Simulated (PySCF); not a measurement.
## Unknown compound

Molecular formula: C2H4BFO2. Simulated spectra:

¹H NMR (400 MHz, computed): δ 4.34 (s, 4H).

¹³C{¹H} NMR (computed): δ 69.7 (CH2).

All values are calculated (PySCF 2.14.0 with density-fitted response routines): PBE0-D3(BJ)/def2-SVP structure, couplings computed with B3LYP/pcJ-1 (spin–dipole term only in couplings to heteroatoms), σ from GIAO-KT2/pcSseg-2. Non-relativistic, no solvent model, one averaged value for each set of equivalent atoms, a single conformation.

Shifts are taken against calculated references (same method and geometry level): ¹H, ¹³C against TMS.

Problem. What is the structure?

Solution. 
1 carbon signal for 2 carbons: some carbons are equivalent by symmetry or fast rotation. Carbon types of the structure: 2 × CH2, which accounts for all hydrogens. δC 69.7: sp3 CH2 bonded to O; the inductive effect lowers its shielding. δH 4.34: hydrogen on an sp3 CH2 bonded to O; its carbon carries O, hence the downfield position.

The compound is SMILES FB1OCCO1.

The shifts were computed for this structure.

Shifts are as computed. Against solution values, carbons near 30 ppm lie about +3 ppm off and those near 130 ppm about -1 ppm. Of 1211 compounds with measured shifts, 218 miss one by over three times the rms of a fit or turn the order of signals round; such compounds aren't used in these exercises.
